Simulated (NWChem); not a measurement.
## ClLi in NWChem

SMILES: [Li][Cl]
```xyz
2

Li     0.0000     0.0000    -1.7006
Cl     0.0000     0.0000     0.3001
```
Charge 0, spin multiplicity 1.

The numbers come from NWChem runs, not from measurements. Structure: optimised with B3LYP/def2-SVP, a minimum by its harmonic frequencies.

The correlated methods keep 5 core orbitals frozen. The Pople sets run with spherical d functions. The structure started from a generated list of species.

Worked example. A B2PLYP run in 6-31G* ends its self-consistent part (53 % exact exchange, 47 % B88, 73 % LYP) at -467.56256 Ha, and second-order perturbation theory on those orbitals gives -0.16440 Ha unscaled.

The perturbative term enters with the weight 0.27: -467.56256 + 0.27·(-0.16440) = -467.60695 Ha is the total energy.
